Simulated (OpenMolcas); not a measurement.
**Ar VI: effect of the level shift or regulariser**

```json
{
 "Program": "OpenMolcas",
 "Basis": "ANO-RCC-VQZP [6s5p3d2f1g]",
 "Scalar Hamiltonian": "DKH2, point nucleus",
 "Active space": "1 electron in 9 orbitals (RAS2 3p; RAS3 3d 4s, at most 1 electron)",
 "State averaging": "2S+1 = 2 odd, 3 roots; 2S+1 = 2 even, 5 roots",
 "Spin-orbit coupling": "RASSI with atomic mean-field integrals over the reference wave functions, term energies averaged over their components"
}
```

Methods on the same reference wave functions:
A. RASSCF
B. SS-RASPT2, IPEA 0.25 Eh, imaginary shift 0.1 Eh (closed shells correlated: 2s 2p 3s)
C. SS-RASPT2, IPEA 0.25 Eh, sigma2 regulariser 0.3 Eh (closed shells correlated: 2s 2p 3s)

Energies in cm-1 above 3s2 3p 2P* 1/2, the measured ground level; measured values from Saloman, J. Phys. Chem. Ref. Data 39, 033101 (2010).

| Level | A | B | C | Measured |
| --- | --- | --- | --- | --- |
| 3s2 3p 2P* 1/2 | 0.0 | 0.0 | 0.0 | 0.0 |
| 3s2 3p 2P* 3/2 | 2056 | 2060 | 2060 | 2208 |
| 3s2 3d 2D 3/2 | 225890 | 213860 | 213870 | 218596 |
| 3s2 3d 2D 5/2 | 225951 | 213920 | 213930 | 218656 |

Deviations, from unrounded energies. A percentage is the sum of absolute deviations over the sum of measured energies, with the sign that they share, or ± where signs differ.

```csv
Against measurement,Levels,A,B,C
mean absolute deviation (cm-1),3,4900,3200,3200
fine structure of the ground term (%),1,-6.9,-6.9,-6.9
other configurations (%),2,+3.3,-2.2,-2.2
```

B, C lie about equally close to measurement and A furthest from it. The largest miss of C in the table is 3s2 3d 2D 3/2, by -4700 cm-1. The ranking rests on the paired levels alone, and a cruder setting can come out closer through cancelling errors.

Between B and C the level of the table that moves most is 3s2 3d 2D 3/2, by 11 cm-1 (lowest in B, highest in C). Moves below CASPT2's spread within the term are not significant.

The two smallest mean deviations differ by little beside CASPT2's spread within terms, so their order carries little weight.

The lowest spin-free term lies below A's lowest term by 0.136 hartree in B, 0.136 hartree in C.

CASPT2 does not keep the components of a term degenerate, so their means are used; among the terms shown or strongly mixed into the levels shown the widest spread is 17 cm-1 (3s2 3d 2D, B). Over all roots computed the reference weight is 0.90 to 0.98 in B, 0.90 to 0.98 in C; the roots of lowest weight are the least certain, and an intruder state may touch them. ANO sets are built for valence states and can reach diffuse excited orbitals poorly, and with the s shell closed the s pⁿ⁺¹ terms that mix with these levels are absent. With one active electron the reference holds no correlation, so core polarisation is missing (holds for A). With one active electron, CASPT2 adds the correlation within the correlated inactive shells and between them and that electron, and leaves the splitting within a term as the reference gives it (holds for B; C). Computed and measured levels are paired by configuration, term and J; levels that our copy of the source lacks, or whose pairing is in doubt (as where it misses far off the trend of its configuration), stay unpaired and out of the deviations. Levels of configurations outside the active space are missing.

* marks odd parity.
